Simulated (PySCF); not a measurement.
# Ions at one geometry of [La(H2O)2]3+

PySCF 2.14.0, RKS PBE0, La def2-SVP with ECP46, O def2-SVP, H def2-SVP; non-relativistic Hamiltonian with scalar-relativistic core potentials where named; density fitting; no spin-orbit coupling; singlets restricted, open shells unrestricted. The geometry is relaxed for charge +3, singlet, vacuum:

```xyz
7

La    1.0997    0.1497   -0.0065
O    -0.1830    0.0607    1.9856
H     0.1418    0.1379    2.9177
H    -1.1565   -0.0687    2.1051
O    -0.1848   -0.0889   -1.9836
H     0.1356   -0.3652   -2.8789
H    -1.1482    0.0749   -2.1394
```

Energies count from the relaxed state; an electron taken off or put on is at rest in vacuum. Charges and spins are Mulliken's.

| state | energy (eV) | spin squared | charge on La1 (e) | spin on La1 (e) | dipole about the centre of mass (D) |
| --- | --- | --- | --- | --- | --- |
| charge +3, singlet, vacuum | 0.00 | 0.00 | 2.27 | 0.00 | 2.33 |
| charge +2, doublet, vacuum | -15.66 | 0.75 | 1.46 | 1.01 | 2.69 |

**Question.** What does the state charge +4, doublet, vacuum give?

**Answer.** energy (eV) 28.12, spin squared 0.76, charge on La1 (e) 2.50, spin on La1 (e) -0.04, dipole about the centre of mass (D) 6.35.

With an electron taken off (doublet) the charges change, summed by element, by La +0.23 e, O +0.53 e, H +0.24 e. The vertical ionisation energy is 28.12 eV, against −ε(HOMO) = 25.73 eV of the relaxed state. The level lies 2.4 eV too high, as is usual for semilocal functionals and global hybrids, which keep a self-interaction error.

With an electron put on (doublet) the charges change, summed by element, by La -0.81 e, O -0.01 e, H -0.17 e. The vertical electron affinity is 15.66 eV, against −ε(LUMO) = 18.03 eV of the relaxed state.

Open shells may have lower solutions than those found.
